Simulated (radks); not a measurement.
Valence configurations of Hf (all share [Xe]). Method: scalar-relativistic Kohn-Sham, PBE, spin-unpolarised, spherical densities, finite nucleus; Fermi nuclear charge, rms radius 5.347 fm; computed with a radial shooting solver on a logarithmic mesh with Libxc functionals. Energies are relative to 4f14 5d2 6s2; eigenvalues in eV.

| valence | E (eV) | e(4f) | e(5d) | e(6p) | e(6s) |
|---|---|---|---|---|---|
| 4f14 5d2 6s2 | 0.000 | -16.839 | -2.690 | - | -5.107 |
| 4f13.5 5d2 6s2 6p0.5 | 9.003 | -22.406 | -4.397 | -1.871 | -5.992 |
| 4f14 5d1 6s2 6p1 | 1.963 | -20.270 | -4.971 | -2.288 | -6.555 |
| 4f13.5 5d2.5 6s2 | 7.923 | -20.663 | -3.202 | - | -5.231 |
| 4f13.5 5d3.5 6s1 | 10.167 | -19.094 | -2.347 | - | -4.789 |
| 4f14 5d2 6s1 6p1 | 3.823 | -18.304 | -3.879 | -2.063 | -5.999 |
| 4f12.5 5d3.5 6s2 | 28.918 | -28.726 | -4.217 | - | -5.416 |
| 4f12 5d2 6s2 6p2 | 52.601 | -41.211 | -10.463 | -3.278 | -8.692 |
| 4f14 6s2 6p2 | 5.451 | -24.105 | - | -3.130 | -7.974 |
| 4f14 5d3 6p1 | 6.148 | -16.759 | -3.053 | -1.910 | - |

NIST lists [Xe] 4f14 5d2 6s2 as the ground configuration; this level of theory agrees among the configurations tried. The energies are those of spherical spin-averaged densities, not of single terms.
